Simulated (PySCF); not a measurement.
## Rh (rhodium, neutral) across methods

[Kr] 4d8 5s1, high-spin 4F determinant. Computed with PySCF 2.14 in def2-QZVPPD with the def2 core potential (28 electrons), with scalar relativity through the core potential.

| method | E (hartree) | mean ε 4d α (eV) | mean ε 4d β (eV) | mean ε 5s α (eV) | Σ⟨r²⟩ (bohr²) | ⟨S²⟩ |
| --- | --- | --- | --- | --- | --- | --- |
| LC-wPBE | -110.5008 | -10.750 | -9.433 | -7.279 | 47.36 | 3.751 |
| r2SCAN | -110.5270 | -6.703 | -5.276 | -5.025 | 47.11 | 3.752 |
| wB97X | -110.4760 | -10.473 | -9.252 | -6.865 | 47.68 | 3.753 |
| UHF | -109.74649 | -12.413 | -10.636 | -6.466 | 48.38 | 3.754 |
| LDA | -110.2655 | -6.642 | -5.280 | -5.034 | 47.68 | 3.750 |
| HSE06 | -110.4803 | -7.681 | -6.299 | -5.008 | 47.53 | 3.751 |
| PBE | -110.5042 | -6.461 | -5.166 | -4.791 | 47.77 | 3.751 |
| MN15 | -110.2643 | -8.903 | -7.608 | -6.066 | 47.90 | 3.752 |
| PBE0 | -110.4812 | -8.091 | -6.691 | -5.350 | 47.50 | 3.751 |

Energies and moments cover only the electrons outside the core potential.
